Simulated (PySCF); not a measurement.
SnBr3, SMILES [Br][Sn+]([Br])[Br], charge +1. The structure is a stationary point at B3LYP-D3(BJ)/def2-SVP. The spin state was assumed, not searched. The isomer is the one that the SMILES or the coordinates give; other isomers of the formula were not compared. The def2 effective core potentials stand for the cores of Sn; spin–orbit coupling is left out.

Computed equilibrium geometry at B3LYP-D3(BJ)/def2-SVP (PySCF confirms it by a frequency run) as bond lengths and angles, and its point group:
point group D3h.
Atoms: Sn1 Br2 Br3 Br4. Bond lengths (Å): Sn1–Br2 2.425, Sn1–Br3 2.425, Sn1–Br4 2.425. Bond angles (°): Br2–Sn1–Br3 120.0, Br2–Sn1–Br4 120.0, Br3–Sn1–Br4 120.0.
Charge +1, spin multiplicity 1.
